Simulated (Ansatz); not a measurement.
Job for Ansatz (a first-principles code): U-CCSD(T)/aug-cc-pV(T+d)Z on S (SMILES [S]). The basis file is the Basis Set Exchange's JSON of that set.

Ansatz 0.2 input:
```yaml
crystal:
  periodic: [false, false, false]
  atoms:
    - {symbol: S, position_ang: [0.00000000, 0.00000000, 0.00000000]}
basis:
  gaussian:
    orbitals: aug-cc-pV_T+d_Z.json
magnetization: {spin_polarized: true, initial_magnetization: 2}
correlation: {method: ccsd_t, electrons: outside_noble_gas}
scf: {omitted_lower_state_checks: [cluster_reference]}
```

Program output:

```
WARN ansatz: RAYON_NUM_THREADS=1 ignored (pool sized by the plan → 1); use --threads N
Functional definition: HF
these checks for a lower state are left out or cut short: cluster_reference
integrals: 0.03 GiB planned
322 factors; integrals over basis functions are off by at most 9.5e-5 eV
mean field: 0.08 GiB planned
mean field evaluation 1: about -10816.5000 eV, gradient 5.4e0 eV
mean field evaluation 2: about -10816.5003 eV, gradient 5.4e0 eV
mean field evaluation 4: about -10816.7906 eV, gradient 6.8e-1 eV
mean field evaluation 8: about -10816.7977 eV, gradient 1.4e-3 eV
mean field evaluation 16: about -10816.7977 eV, gradient 5.5e-4 eV
mean field evaluation 32: about -10816.7977 eV, gradient 1.2e-3 eV
mean field -10816.79765968 eV, -397.5099821045 hartree, gradient 9.8e-6 eV, S^2 2.013345; 3 other end points of the search recorded, 0 dependent functions left out
5 core orbitals not correlated
reference -10816.79765968 eV, -397.5099821045 hartree; 4, 2 occupied and 46, 48 virtual orbitals, 322 factors
second order -3.23113880 eV of doubles, -0.00000000 eV of singles
coupled cluster: 0.10 GiB planned
cycle   1  -3.70699599 eV  change   -4.8e-1 eV  update   4.7e-2
cycle   2  -3.85960847 eV  change   -1.5e-1 eV  update   1.6e-2
cycle   3  -3.86826088 eV  change   -8.7e-3 eV  update   3.7e-3
cycle   4  -3.86822662 eV  change    3.4e-5 eV  update   7.0e-4
cycle   5  -3.86810215 eV  change    1.2e-4 eV  update   2.4e-4
cycle   6  -3.86813840 eV  change   -3.6e-5 eV  update   9.5e-5
cycle   7  -3.86815962 eV  change   -2.1e-5 eV  update   2.9e-5
cycle   8  -3.86815148 eV  change    8.1e-6 eV  update   8.9e-6
cycle   9  -3.86815087 eV  change    6.1e-7 eV  update   2.1e-6
perturbative correction -0.13995377 eV, -0.0051432060 hartree
Total energy: -10820.80576432 eV, -397.6572772330 hartree
Checks for a lower state left out: cluster_reference
```

The run converged.

Cost: roughly 1.5 core-seconds.
